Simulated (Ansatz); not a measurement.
Sr2S3, relaxed as a singlet with RKS B3LYP-D4/def2-SVP in Ansatz, starting from the GFN2-xTB geometry. Force threshold 0.02 eV/Å.

In the def2 sets Sr takes a core potential; there is no spin–orbit coupling. The structure comes from a short search, and lower isomers may exist.

Start:

```xyz
5

Sr   -1.110    0.919    0.240
Sr    2.131   -1.084   -1.333
S    -0.231   -0.415   -1.378
S     1.108    0.871   -0.260
S    -1.898   -0.290    2.730
```

| step | energy (eV) | largest force component (eV/Å) | SCF passes |
| --- | --- | --- | --- |
| 1 | -34167.9351 | 11.706 | 36 |
| 2 | -34170.9911 | 4.533 | 60 |
| 3 | -34172.1447 | 1.177 | 55 |
| 4 | -34172.4678 | 0.779 | 67 |
| 5 | -34172.6720 | 0.605 | 46 |
| 6 | -34172.8092 | 0.635 | 33 |
| 7 | -34172.9628 | 0.552 | 31 |
| 8 | -34173.1600 | 0.611 | 31 |
| 9 | -34173.4266 | 0.730 | 29 |
| 10 | -34173.7775 | 0.879 | 28 |
| 11 | -34174.2237 | 1.028 | 26 |
| 12 | -34174.7494 | 1.130 | 26 |
| 13 | -34175.2752 | 0.922 | 23 |
| 14 | -34175.4905 | 0.359 | 24 |
| 15 | -34175.5002 | 0.244 | 21 |
| 16 | -34175.5030 | 0.178 | 21 |
| 17 | -34175.5060 | 0.023 | 21 |
| 18 | -34175.5061 | 0.003 | 22 |

Force components are those of the run's own axes.

End:

```xyz
5

Sr   -1.405    1.115    0.392
Sr    1.157   -1.401    0.259
S    -0.167   -0.069   -1.908
S     1.200    1.264   -0.797
S    -0.785   -0.908    2.053
```

Bonds formed: Sr2–S5 (atoms count from 1). The end is the same structure that another start reached, the lowest one found.

No frequencies were taken in this run, so the end may be a saddle point.

Run time 31 s (4 threads of Arm Neoverse V2 on a shared host).
